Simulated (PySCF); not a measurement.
## Spin–spin coupling constants

Molfile (atoms numbered from 1):
```
C6H12Se
     RDKit          3D

 19 19  0  0  0  0  0  0  0  0999 V2000
    2.7253    0.2570   -0.4427 Se  0  0  0  0  0  2  0  0  0  0  0  0
    1.6466   -1.1064    0.4679 C   0  0  0  0  0  0  0  0  0  0  0  0
    0.1367   -0.8942    0.4752 C   0  0  0  0  0  0  0  0  0  0  0  0
   -0.3335    0.4082    1.1716 C   0  0  0  0  0  0  0  0  0  0  0  0
   -0.9805    1.2522    0.0722 C   0  0  0  0  0  0  0  0  0  0  0  0
   -1.5899    0.2069   -0.8577 C   0  0  0  0  0  0  0  0  0  0  0  0
   -0.4994   -0.8601   -0.9303 C   0  0  0  0  0  0  0  0  0  0  0  0
    2.4878    1.3127    0.5532 H   0  0  0  0  0  0  0  0  0  0  0  0
    2.0419   -1.2108    1.4885 H   0  0  0  0  0  0  0  0  0  0  0  0
    1.9014   -2.0319   -0.0719 H   0  0  0  0  0  0  0  0  0  0  0  0
   -0.2693   -1.7566    1.0325 H   0  0  0  0  0  0  0  0  0  0  0  0
   -1.0803    0.1661    1.9444 H   0  0  0  0  0  0  0  0  0  0  0  0
    0.4867    0.9321    1.6880 H   0  0  0  0  0  0  0  0  0  0  0  0
   -1.7094    1.9811    0.4580 H   0  0  0  0  0  0  0  0  0  0  0  0
   -0.2043    1.8149   -0.4730 H   0  0  0  0  0  0  0  0  0  0  0  0
   -2.5074   -0.2092   -0.4056 H   0  0  0  0  0  0  0  0  0  0  0  0
   -1.8676    0.6072   -1.8448 H   0  0  0  0  0  0  0  0  0  0  0  0
    0.2630   -0.5465   -1.6632 H   0  0  0  0  0  0  0  0  0  0  0  0
   -0.8720   -1.8464   -1.2458 H   0  0  0  0  0  0  0  0  0  0  0  0
  1  2  1  0
  2  3  1  0
  3  4  1  0
  4  5  1  0
  5  6  1  0
  6  7  1  0
  7  3  1  0
  1  8  1  0
  2  9  1  0
  2 10  1  0
  3 11  1  0
  4 12  1  0
  4 13  1  0
  5 14  1  0
  5 15  1  0
  6 16  1  0
  6 17  1  0
  7 18  1  0
  7 19  1  0
M  END
```

Indirect spin–spin couplings were computed at B3LYP/pcJ-1 (pcSseg-1 on Se) (without the spin–dipole term) (PySCF) on a PBE0-D3(BJ)/def2-SVP structure, for the isolated molecule, without vibrational or relativistic corrections. Couplings are averaged over pairs made equivalent by symmetry, fast rotation or ring inversion, so a value needn't be that of the named pair in this geometry, while other rotamers aren't included; one pair stands for each set, and the list holds a selection of those of at least 1.5 Hz over up to four bonds.

Isotopes: ¹³C, ¹H.

```json
{"pair": "C2, C3", "bonds": "1", "J (Hz)": "?"}
{"pair": "C2, H9", "bonds": "1", "J (Hz)": "146.6"}
{"pair": "C3, C4", "bonds": "1", "J (Hz)": "36.2"}
{"pair": "C3, H11", "bonds": "1", "J (Hz)": "132.3"}
{"pair": "C4, C5", "bonds": "1", "J (Hz)": "34.7"}
{"pair": "C4, H12", "bonds": "1", "J (Hz)": "?"}
{"pair": "C4, H13", "bonds": "1", "J (Hz)": "133.9"}
{"pair": "C5, C6", "bonds": "1", "J (Hz)": "33.5"}
{"pair": "C5, H14", "bonds": "1", "J (Hz)": "134.1"}
{"pair": "C5, H15", "bonds": "1", "J (Hz)": "135.9"}
{"pair": "C2, H11", "bonds": "2", "J (Hz)": "2.1"}
{"pair": "C3, H12", "bonds": "2", "J (Hz)": "-1.5"}
{"pair": "C4, C6", "bonds": "2", "J (Hz)": "2.3"}
{"pair": "C4, C7", "bonds": "2", "J (Hz)": "2.5"}
{"pair": "C4, H11", "bonds": "2", "J (Hz)": "-2.9"}
{"pair": "C4, H15", "bonds": "2", "J (Hz)": "?"}
{"pair": "C5, H12", "bonds": "2", "J (Hz)": "?"}
{"pair": "C5, H13", "bonds": "2", "J (Hz)": "-3.1"}
{"pair": "H14, H15", "bonds": "2", "J (Hz)": "-13.1"}
{"pair": "C4, H9", "bonds": "3", "J (Hz)": "?"}
{"pair": "C4, H16", "bonds": "3", "J (Hz)": "5.5"}
{"pair": "C4, H18", "bonds": "3", "J (Hz)": "?"}
{"pair": "C5, H18", "bonds": "3", "J (Hz)": "?"}
{"pair": "H11, H12", "bonds": "3", "J (Hz)": "11.2"}
{"pair": "H14, H16", "bonds": "3", "J (Hz)": "?"}
{"pair": "H14, H17", "bonds": "3", "J (Hz)": "8.0"}
```

Q: Estimate the withheld couplings, with signs.

A: 
- ¹J(C2,C3) = 37.5 Hz (bond length 1.525 Å)
- ¹J(C4,H12) = 135.1 Hz (bond length 1.102 Å, sp3 carbon)
- ²J(C4,H15) = -2.5 Hz (mean over equivalent pairs that range from -3.9 to -1.0 Hz in this conformer)
- ²J(C5,H12) = -2.6 Hz (mean over equivalent pairs that range from -3.5 to -1.7 Hz in this conformer)
- ³J(C4,H9) = 2.0 Hz (dihedral angle 63°)
- ³J(C4,H18) = 1.8 Hz (mean over equivalent pairs that range from 0.0 to 3.5 Hz in this conformer)
- ³J(C5,H18) = 5.0 Hz (mean over equivalent pairs that range from 0.5 to 9.6 Hz in this conformer)
- ³J(H14,H16) = 6.4 Hz (dihedral angle 48°)

Relativistic effects of the heavier atoms present are left out.
